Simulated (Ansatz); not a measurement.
Basis-set extrapolation for `N[Si](N)(N)N` (PBE0-D4/def2-TZVP geometry, frozen core, Ansatz). Multiplicity 1, RHF reference.

```
                      def2-TZVPP   def2-QZVPP
                 HF  -511.650986  -511.672346
    MP2 correlation    -0.982085    -1.054578
CCSD(T) correlation    -1.055335      not run
```

Energies in hartree. Use E(X) = E(∞) + A·exp(−7.88·√X) for Hartree–Fock and E(X) = E(∞) + B·X^(−2.97) for correlation, with X = 3 and 4, and add CCSD(T) minus MP2 of the smaller set to the MP2 limit.

Q: What is the CCSD(T) energy at the basis-set limit?

A: HF limit: -511.672346 + (-0.021360) × 0.13774 = -511.67529. MP2 limit: -1.054578 + (-0.072493) × 0.74074 = -1.10828. Higher-order term: -1.055335 − (-0.982085) = -0.07325. Total: -512.85682 hartree, 4.10 eV below CCSD(T)/def2-TZVPP.
